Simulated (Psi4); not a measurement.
Psi4 input (wB97X-D/6-31G*):

```
memory 1500 MB

molecule {
-1 1
F    -2.09157700   -0.92928400    0.51700900
C    -0.85861900   -0.35407400    0.20328600
C    -0.74540700    0.93544500   -0.22945100
S     0.95884000    1.11923800   -0.46343300
C     1.43304300   -0.48923200    0.01352200
C     0.29690100   -1.17438400    0.35327200
H     2.45347300   -0.84657900    0.02608300
H     0.27377100   -2.20419600    0.69198900
symmetry c1
no_reorient
no_com
}

set {
  basis 6-31G*
  reference rks
  scf_type pk
  dft_radial_points 99
  dft_spherical_points 590
  e_convergence 1e-8
  d_convergence 1e-7
  maxiter 150
}

e = energy('wb97x-d')
print_out(f'\nFINAL {e:.10f} DIPOLE {variable("CURRENT DIPOLE")[0]:.6f} {variable("CURRENT DIPOLE")[1]:.6f} {variable("CURRENT DIPOLE")[2]:.6f}\n')
```

Output:

```
   => Loading Basis Set <=

    Name: 6-31G*
    Role: ORBITAL
    Keyword: BASIS
    atoms 1        entry F          line   162 file 6-31gs.gbs
    atoms 2-3, 5-6 entry C          line   111 file 6-31gs.gbs
    atoms 4        entry S          line   316 file 6-31gs.gbs
    atoms 7-8      entry H          line    44 file 6-31gs.gbs

   => WB97X-D: Empirical Dispersion <=

    Chai and Head-Gordon Dispersion Correction
    Chai, J.-D.; Head-Gordon, M. (2010), J. Chem. Phys., 132: 6615-6620

        s6 =       1.000000

         ---------------------------------------------------------
                                   SCF
               by Justin Turney, Rob Parrish, Andy Simmonett
                          and Daniel G. A. Smith
                              RKS Reference
         ---------------------------------------------------------

  ==> Geometry <==

    Molecular point group: c1
    Full point group: C1

    Geometry (in Angstrom), charge = -1, multiplicity = 1:

       Center              X                  Y                   Z               Mass
    ------------   -----------------  -----------------  -----------------  -----------------
         F           -2.091577000000    -0.929284000000     0.517009000000    18.998403162730
         C           -0.858619000000    -0.354074000000     0.203286000000    12.000000000000
         C           -0.745407000000     0.935445000000    -0.229451000000    12.000000000000
         S            0.958840000000     1.119238000000    -0.463433000000    31.972071174400
         C            1.433043000000    -0.489232000000     0.013522000000    12.000000000000
         C            0.296901000000    -1.174384000000     0.353272000000    12.000000000000
         H            2.453473000000    -0.846579000000     0.026083000000     1.007825032230
         H            0.273771000000    -2.204196000000     0.691989000000     1.007825032230

  Running in c1 symmetry.

  Rotational constants: A =      0.24411  B =      0.08456  C =      0.06280 [cm^-1]
  Rotational constants: A =   7318.35599  B =   2534.91459  C =   1882.76646 [MHz]
  Nuclear repulsion =  257.994267894931397

  Charge       = -1
  Multiplicity = 1
  Electrons    = 52
  Nalpha       = 26
  Nbeta        = 26

  ==> Algorithm <==

  SCF Algorithm Type is PK.
  DIIS enabled.
  MOM disabled.
  Fractional occupation disabled.
  Guess Type is SAD.
  Energy threshold   = 1.00e-08
  Density threshold  = 1.00e-07
  Integral threshold = 1.00e-12

  ==> Primary Basis <==

  Basis Set: 6-31G*
    Blend: 6-31G*
    Number of shells: 42
    Number of basis functions: 98
    Number of Cartesian functions: 98
    Spherical Harmonics?: false
    Max angular momentum: 2

  ==> DFT Potential <==

   => LibXC <=

    Version 7.1.2
    S. Lehtola, C. Steigemann, M. J. T. Oliveira, and M. A. L. Marques,  SoftwareX 7, 1–5 (2018) (10.1016/j.softx.2017.11.002)

   => Composite Functional: WB97X-D <=

    wB97X-D Hyb-GGA Exchange-Correlation Functional

    J.-D. Chai and M. Head-Gordon,  Phys. Chem. Chem. Phys. 10, 6615–6620 (2008) (10.1039/B810189B)

    Deriv               =              1
    GGA                 =           TRUE
    Meta                =          FALSE

    Exchange Hybrid     =           TRUE
    MP2 Hybrid          =          FALSE

   => Exchange-Correlation Functionals <=

    1.0000   wB97X-D range-separated functional

   => Exact (HF) Exchange <=

    0.7780            HF,LR [omega = 0.2000]
    0.2220               HF

   => LibXC Density Thresholds  <==

    XC_HYB_GGA_XC_WB97X_D:  1.00E-14

   => Molecular Quadrature <=

    Radial Scheme          =       TREUTLER
    Pruning Scheme         =           NONE
    Nuclear Scheme         =       TREUTLER

    Blocking Scheme        =         OCTREE
    BS radius alpha        =              1
    Pruning alpha          =              1
    Radial Points          =             99
    Spherical Points       =            590
    Total Points           =         436605
    Total Blocks           =           3126
    Max Points             =            256
    Max Functions          =             96
    Weights Tolerance      =       1.00E-15

  ==> Integral Setup <==

  Using in-core PK algorithm.
   Calculation information:
      Number of atoms:                   8
      Number of AO shells:              42
      Number of primitives:            110
      Number of atomic orbitals:        98
      Number of basis functions:        98

      Integral cutoff                 1.00e-12
      Number of threads:                 1

  Performing in-core PK
  Using 35305578 doubles for integral storage.
  We computed 370921 shell quartets total.
  Whereas there are 408156 unique shell quartets.

  Computing range-separated integrals for PK
  We computed 370921 wK shell quartets total.
  Whereas there are 408156 wK unique shell quartets.

  ==> DiskJK: Disk-Based J/K Matrices <==

    J tasked:                  Yes
    K tasked:                  Yes
    wK tasked:                 Yes
    Omega:               2.000E-01
    Schwarz Cutoff:          1E-12


  Cached 33.3% of DFT collocation blocks in 0.332 [GiB].

  Minimum eigenvalue in the overlap matrix is 2.1514791009E-03.
  Reciprocal condition number of the overlap matrix is 2.9322998533E-04.
    Using symmetric orthogonalization.

  ==> Pre-Iterations <==

  SCF Guess: Superposition of Atomic Densities via on-the-fly atomic UHF (no occupation information).

   -------------------------
    Irrep   Nso     Nmo
   -------------------------
     A         98      98
   -------------------------
    Total      98      98
   -------------------------

  ==> Iterations <==

                        Total Energy        Delta E     RMS |[F,P]|

   @RKS iter SAD:  -650.98590921051266   -6.50986e+02   0.00000e+00
   @RKS iter   1:  -651.29482892452211   -3.08920e-01   6.14549e-03 ADIIS/DIIS
   @RKS iter   2:  -651.37123791079978   -7.64090e-02   5.00789e-03 ADIIS/DIIS
   @RKS iter   3:  -651.49376872828066   -1.22531e-01   8.68649e-04 ADIIS/DIIS
   @RKS iter   4:  -651.49719310122452   -3.42437e-03   3.62382e-04 ADIIS/DIIS
   @RKS iter   5:  -651.49787929915396   -6.86198e-04   8.95850e-05 DIIS
   @RKS iter   6:  -651.49794075045543   -6.14513e-05   2.70373e-05 DIIS
   @RKS iter   7:  -651.49794852613252   -7.77568e-06   1.13469e-05 DIIS
   @RKS iter   8:  -651.49795024985860   -1.72373e-06   5.91193e-06 DIIS
   @RKS iter   9:  -651.49795055094398   -3.01085e-07   1.15451e-06 DIIS
   @RKS iter  10:  -651.49795056667597   -1.57320e-08   2.43940e-07 DIIS
   @RKS iter  11:  -651.49795056718062   -5.04656e-10   1.53150e-07 DIIS
   @RKS iter  12:  -651.49795056730295   -1.22327e-10   3.21542e-08 DIIS
  Energy and wave function converged.

  ==> Post-Iterations <==

   Electrons on quadrature grid:
      Ntotal   =   51.9999998612 ; deviation = -1.388e-07

    Orbital Energies [Eh]
    ---------------------

    Doubly Occupied:

       1A    -88.858313     2A    -24.608316     3A    -10.145953
       4A    -10.125759     5A    -10.114434     6A    -10.058459
       7A     -7.876979     8A     -5.826570     9A     -5.821961
      10A     -5.819707    11A     -1.084143    12A     -0.766174
      13A     -0.618895    14A     -0.596241    15A     -0.456854
      16A     -0.430922    17A     -0.391985    18A     -0.329904
      19A     -0.324530    20A     -0.296342    21A     -0.247250
      22A     -0.243276    23A     -0.199850    24A     -0.122149
      25A     -0.083378    26A     -0.077574

    Virtual:

      27A      0.272466    28A      0.321769    29A      0.357685
      30A      0.367915    31A      0.374965    32A      0.419256
      33A      0.490203    34A      0.538076    35A      0.559766
      36A      0.578351    37A      0.638773    38A      0.673791
      39A      0.723396    40A      0.755422    41A      0.820721
      42A      0.824972    43A      0.834377    44A      0.859200
      45A      0.878079    46A      0.902322    47A      0.929740
      48A      0.940506    49A      0.969719    50A      1.072962
      51A      1.080519    52A      1.104864    53A      1.107374
      54A      1.132531    55A      1.149798    56A      1.205977
      57A      1.227625    58A      1.317081    59A      1.333473
      60A      1.348165    61A      1.395398    62A      1.462083
      63A      1.521915    64A      1.551649    65A      1.636663
      66A      1.670706    67A      1.711169    68A      1.730594
      69A      1.771223    70A      2.007458    71A      2.032026
      72A      2.098487    73A      2.137529    74A      2.143440
      75A      2.167379    76A      2.176009    77A      2.247876
      78A      2.318278    79A      2.335396    80A      2.372291
      81A      2.509910    82A      2.561605    83A      2.566897
      84A      2.625525    85A      2.745725    86A      2.766324
      87A      2.837037    88A      2.874599    89A      2.948144
      90A      3.150067    91A      3.358514    92A      3.423431
      93A      4.246031    94A      4.411703    95A      4.430713
      96A      4.589241    97A      4.709778    98A      5.231928

    Final Occupation by Irrep:
              A
    DOCC [    26 ]
    NA   [    26 ]
    NB   [    26 ]

  @RKS Final Energy:  -651.49795056730295

   => Energetics <=

    Nuclear Repulsion Energy =            257.9942678949313972
    One-Electron Energy =               -1419.3744866138947600
    Two-Electron Energy =                 551.6372109758736997
    DFT Exchange-Correlation Energy =     -41.7530432841572861
    Empirical Dispersion Energy =          -0.0018995400559862
    VV10 Nonlocal Energy =                  0.0000000000000000
    Total Energy =                       -651.4979505673029507

Computation Completed

Properties will be evaluated at   0.000000,   0.000000,   0.000000 [a0]

Properties computed using the SCF density matrix

 Multipole Moments:

 ------------------------------------------------------------------------------------
     Multipole            Electronic (a.u.)      Nuclear  (a.u.)        Total (a.u.)
 ------------------------------------------------------------------------------------

 L = 1.  Multiply by 2.5417464519 to convert [e a0] to [Debye]
 Dipole X            :          1.0623590           -0.0000019            1.0623571
 Dipole Y            :         -1.0819918            0.0000132           -1.0819786
 Dipole Z            :          0.2449623           -0.0000019            0.2449604
 Magnitude           :                                                    1.5359967

 ------------------------------------------------------------------------------------

FINAL -651.4979505673 DIPOLE 1.062357 -1.081979 0.244960

*** Psi4 exiting successfully. Buy a developer a beer!
```

The dipole moment of an ion depends on the origin.

The geometry given is a B3LYP-D3(BJ)/def2-TZVP minimum.
